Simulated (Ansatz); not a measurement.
`CO[CH2][ZnH]` → `[CH2]` (triplet) + `C[O][ZnH]` at 700 K and 1 bar (formal loss of a carbene).

Calculated with Ansatz (gas phase, PBE0-D4/def2-TZVP geometries, no zero-point term in ΔE). CBS: MP2 limit from def2 TZ/QZ plus the TZ coupled-cluster correction, frozen cores. This one scheme is used for every species. Triplets are unrestricted, without spin–orbit coupling. For Zn outer-core shells are correlated without core-valence functions, which leaves a few kJ/mol of doubt a bond. Scalar relativity is left out up to krypton. One conformer a species, not always the lowest.

```csv
species,CCSD(T)/CBS energy (Eh),H − E (kJ/mol),S (J/(mol·K))
`CO[CH2][ZnH]`,-1933.21491,264.5,426.3
`[CH2]` (triplet),-39.09499,70.4,226.8
`C[O][ZnH]`,-1893.99751,175.3,372.7
```

H − E and S are ideal-gas, rigid-rotor, harmonic terms from PBE0-D4/def2-TZVP, for one conformer and one mirror image of each species, with the whole ground term of open shells counted as degenerate. 1 Eh = 2625.50 kJ/mol, R = 8.31446 J/(mol·K).

Q: By hand: ΔE, ΔH, ΔS and ΔG.

A: ΔE = (-39.09499) + (-1893.99751) − (-1933.21491) = 0.12241 Eh = 321.4 kJ/mol. Δ(H − E) = 70.4 + 175.3 − 264.5 = -18.8, so ΔH = 302.6 kJ/mol. ΔS = 226.8 + 372.7 − 426.3 = 173.2 J/(mol·K). ΔG = 302.6 − 700 × (173.2)/1000 = 181.4 kJ/mol.

Q: By hand: the equilibrium constant, and the temperature at which ΔG would vanish if ΔH and ΔS stayed fixed.

A: log₁₀ K = −ΔG/(RT ln 10) = -13.5. ΔG = 0 at ΔH/ΔS = 1747 K.

The number of gas molecules changes by +1, which sets the sign of ΔS. A doubt of 5 kJ/mol in ΔE shifts log₁₀ K by 0.4 here. Other conformers and mirror images would add mixing entropy, several J/(mol·K) or more a flexible species. A triplet takes part, so the spin changes. These are equilibria of isolated gas molecules and say nothing of rates. Largest T1 diagnostic: 0.017 (customary marks: 0.02 for closed shells, 0.045 for open ones).
